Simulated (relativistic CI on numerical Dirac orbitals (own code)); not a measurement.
# Slater and spin-orbit integrals, Pb17+

Calculated at this level of theory: Dirac-Coulomb-Breit CI, separate exchange-only KLI orbitals for each configuration, QED by a radiative potential, unscaled Slater integrals (own radial code, finite nucleus).

Slater integrals F^k, G^k are unscaled and averaged over j, outside the closed core [Kr] 4d10; ζ comes from projecting the Hamiltonian with its Breit term on Σ l·s of the shell.

- 4f¹⁴5s²5p³: F^2(5p,5p) = 122910, ζ(5p) = 155500 cm⁻¹; <r>(5p) = 0.867, <r^2>(5p) = 0.8391 (bohr units).
- 4f¹⁴5s5p⁴: F^2(5p,5p) = 122930, G^1(5s,5p) = 159100, ζ(5p) = 154860 cm⁻¹; <r>(5s) = 0.7955, <r^2>(5s) = 0.7046, <r>(5p) = 0.8666, <r^2>(5p) = 0.8385 (bohr units).
- 4f¹⁴5s²5p²5d: F^2(5p,5p) = 122960, ζ(5p) = 156220, F^2(5p,5d) = 112740, G^1(5p,5d) = 139670, G^3(5p,5d) = 89090, ζ(5d) = 15877 cm⁻¹; <r>(5p) = 0.8663, <r^2>(5p) = 0.8379, <r>(5d) = 0.9755, <r^2>(5d) = 1.066 (bohr units).

In this model ζ of a weakly bound d, f or g electron outside closed shells comes out too small, for d by up to a factor of two or three and at times with the wrong sign; that of an outer p electron is too small as well.

Averages of the first 10 configurations, taken without configuration mixing, which lowers the lowest level and can move excited configurations by several eV; other configurations of the list can lie among them:

| Configuration | Parity | States | Average energy above the lowest level (eV) |
| --- | --- | --- | --- |
| 4f¹⁴5s²5p³ | odd | 20 | 30.5 |
| 4f¹⁴5s5p⁴ | even | 30 | 98.7 |
| 4f¹⁴5s²5p²5d | even | 150 | 116.9 |
| 4f¹³5s²5p⁴ | odd | 210 | 114.8 |
| 4f¹⁴5s5p³5d | odd | 400 | 182.9 |
| 4f¹⁴5s²5p²5f | odd | 210 | 203.8 |
| 4f¹⁴5s5p³5f | even | 560 | 270.3 |
| 4f¹⁴5s²5p²5g | even | 270 | 268.9 |
| 4f¹⁴5s²5p²6s | even | 30 | 186.9 |
| 4f¹⁴5p⁴5d | even | 150 | 254.4 |
